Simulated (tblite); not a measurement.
A tight-binding relaxation on `CC(=O)C1=C(Br)C=C[SiH2]1`.

Computed with GFN2-xTB geometry optimisation, gas phase (tblite 0.8.0). Start geometry: from a force field or distance geometry. The input is one job of a driver script: a line of settings, then coordinates in Å.

Input:
```
{"job": {"kind": "relax", "xc": "GFN2-xTB", "basis": "xTB"}, "charge": 0, "multiplicity": 1}
C      2.628800    -0.053600    -0.312600
C      1.406400    -0.742700     0.242200
O      1.557700    -1.787100     0.907400
C      0.056800    -0.176600     0.021500
C     -0.445400     0.681200    -0.868100
Br     0.430900     1.493400    -2.296900
C     -1.869000     0.986900    -0.731000
C     -2.492900     0.359800     0.284600
Si    -1.308400    -0.761100     1.213700
H      2.543300     1.028700    -0.162800
H      3.506200    -0.388600     0.230300
H      2.739400    -0.308300    -1.364900
H     -2.378900     1.673600    -1.386300
H     -3.535100     0.438100     0.551200
H     -1.713900    -2.168900     1.046400
H     -1.133300    -0.265900     2.613800
```

Output:
```
step      E/eV     max force
  0    -713.68226    2.238
  1    -713.74763    1.938
  2    -713.79172    0.550
  3    -713.80957    0.325
  4    -713.82020    0.335
  5    -713.82853    0.232
  6    -713.83650    0.190
  7    -713.84030    0.148
  8    -713.84247    0.118
  9    -713.84475    0.137
... (65 lines left out)
 75    -713.86582    0.031
 76    -713.86596    0.032
 77    -713.86612    0.029
 78    -713.86624    0.053
 79    -713.86630    0.031
 80    -713.86637    0.022
 81    -713.86640    0.021
 82    -713.86644    0.018
 83    -713.86646    0.013
 84    -713.86647    0.007
```

«max force» is the largest atomic force in eV/Å.

**Question.** From which step on does the largest force stay under 0.1 eV/Å, and how much energy is left to gain from there?

**Answer.** From step 12 (0.072 eV/Å), 15.9 meV above the end.

In short: energy lowered by 4.2 kcal/mol over 84 steps; largest atomic force 0.007 eV/Å at the end.

Time: 0.75 s. Hardware: Arm Neoverse V1, one thread, no GPU, on a shared host.
Labels such as C1 count atoms from 1, the log's own numbers from 0.
